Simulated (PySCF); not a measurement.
LDA on B⁻ (boron, charge -1), [He] 2s2 2p2, high-spin 3P determinant. Calculation: PySCF 2.14, in aug-cc-pwCVDZ; no relativity, point nucleus.

```
cycle= 1 E= -24.3781132570946  delta_E= -0.0068  |g|= 0.028  |ddm|= 0.355
cycle= 2 E= -24.3747048889777  delta_E= 0.00341  |g|= 0.053  |ddm|= 0.273
cycle= 3 E= -24.3788142480267  delta_E= -0.00411  |g|= 0.00645  |ddm|= 0.223
cycle= 4 E= -24.3788768791764  delta_E= -6.26e-05  |g|= 0.000287  |ddm|= 0.025
cycle= 5 E= -24.3788770353533  delta_E= -1.56e-07  |g|= 0.000111  |ddm|= 0.00172
cycle= 6 E= -24.378877055783  delta_E= -2.04e-08  |g|= 9.08e-06  |ddm|= 0.000461
cycle= 7 E= -24.3788770558973  delta_E= -1.14e-10  |g|= 1.28e-06  |ddm|= 2.99e-05
converged SCF energy = -24.3788770558973  <S^2> = 2.002541  2S+1 = 3.0016935
```

Highest occupied orbital energy: 1.839 eV; ⟨L²⟩ = 2.00; populations by l: s 4.00, p 2.00, d 0.00.

Q: Can this result be used?

A: With care. Self-consistency was reached. At LDA the highest occupied level has a positive energy, so only the finite basis holds that electron; in a semilocal or global hybrid functional this comes from self-interaction and does not mean that the real anion is unbound.
